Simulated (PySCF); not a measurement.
Continuum solvent and chemical shifts

Geometry (Å), atoms numbered from 1 in this order:
```xyz
17

C    -1.7826    0.0725    0.8235
C    -1.0367    0.6816   -0.3542
C     0.3115    0.0182   -0.6460
Si    1.5971    0.1205    0.7362
C     3.2906   -0.3811    0.0463
Cl    4.5319   -0.3111    1.3370
H    -2.7635    0.5501    0.9673
H    -1.2225    0.1847    1.7663
H    -1.9550   -1.0059    0.6730
H    -1.6709    0.6228   -1.2555
H    -0.8799    1.7588   -0.1702
H     0.7664    0.4736   -1.5437
H     0.1651   -1.0494   -0.8927
H     1.6932    1.5188    1.2574
H     1.2837   -0.7975    1.8719
H     3.6141    0.2881   -0.7648
H     3.2776   -1.4078   -0.3496
```

GIAO PBE0/pcSseg-1 in PySCF 2.14.0 with density-fitted response routines on one PBE0-D3(BJ)/def2-SVP conformer, non-relativistic, equivalent nuclei averaged. Solvents enter as an IEF-PCM continuum (chloroform with ε = 4.7) around the gas-phase geometry. Shifts are referred to TMS computed in the same medium.

Gas phase, δ in ppm: C5 29.7, C2 21.7, C1 17.1, C3 13.2, Si4 -28.4, H14/H15 4.12, H16/H17 2.71, H10/H11 1.52, H7/H8/H9 0.96, H12/H13 0.61. Dipole moment 2.79 D.

(1) How does each δ change in the continuum?

(2) Which of the listed nuclei move most (in ppm), and what does the model miss?

Results:

(1) 
```
   atoms                                 environment  Δδ, chloroform
      C5                 sp3 CH2 bonded to Cl and Si            +1.5
      C2                                     sp3 CH2            +0.5
      C1                               methyl carbon            +0.4
      C3                        sp3 CH2 bonded to Si            +0.3
     Si4                  silicon bonded to 2 C, 2 H            +1.3
 H14/H15         hydrogen on a silicon bonded to 2 C           -0.09
 H16/H17  hydrogen on an sp3 CH2 bonded to Cl and Si           +0.26
 H10/H11                      hydrogen on an sp3 CH2           +0.01
H7/H8/H9                 hydrogen on a methyl carbon           -0.01
 H12/H13         hydrogen on an sp3 CH2 bonded to Si           +0.13
```

Changes are relative to the gas phase. The dipole moment becomes 3.35 D in chloroform.

(2) C5 (sp3 CH2 bonded to Cl and Si, +1.5 ppm) in chloroform. A continuum only polarises the solute; specific hydrogen bonds, the anisotropy of aromatic solvents and changes of geometry or conformer are outside it.
